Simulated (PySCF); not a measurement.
## The second ionisation energy along group 10

Calculated with PySCF 2.14 from differences of total energies of unrestricted determinants, without spin-orbit coupling. Values in eV. The last column holds reference values (NIST; (s) semi-empirical, (t) theoretical, else measured). Unmarked ones compare directly (S terms, centres of terms, or small fine structure); those marked * lie between the lowest fine-structure levels and include a spin-orbit shift.

| element | configurations | UHF | PBE0 | MP2 (valence) | SCS-MP2 (valence) | CCSD (valence) | CCSD(T) (valence) | reference |
| --- | --- | --- | --- | --- | --- | --- | --- | --- |
| Ni (aug-cc-pVTZ, non-relativistic) | [Ar] 3d9 → [Ar] 3d8 | 15.168 | 18.326 | 18.478 | 18.179 | 17.699 | 17.915 | 18.169 * |
| Pd (aug-cc-pVTZ-PP with ECP28MDF, ECP) | [Kr] 4d9 → [Kr] 4d8 | 17.365 | 19.396 | 19.410 | 19.278 | 19.088 | 19.220 | 19.43 ± 0.12 (s) * |
| Pt (aug-cc-pVTZ-PP with ECP60MDF, ECP) | [Xe] 4f14 5d9 → [Xe] 4f14 5d8 | 16.877 | 18.837 | 18.739 | 18.625 | 18.485 | 18.627 | 18.56 ± 0.12 * |

"Valence" correlates the outer s and p shells and, in groups 3 to 12 and the f block, the outer d or f shell, open or full, or the next shell where the ion has no valence electron left; the wider scheme adds the next inner shell.
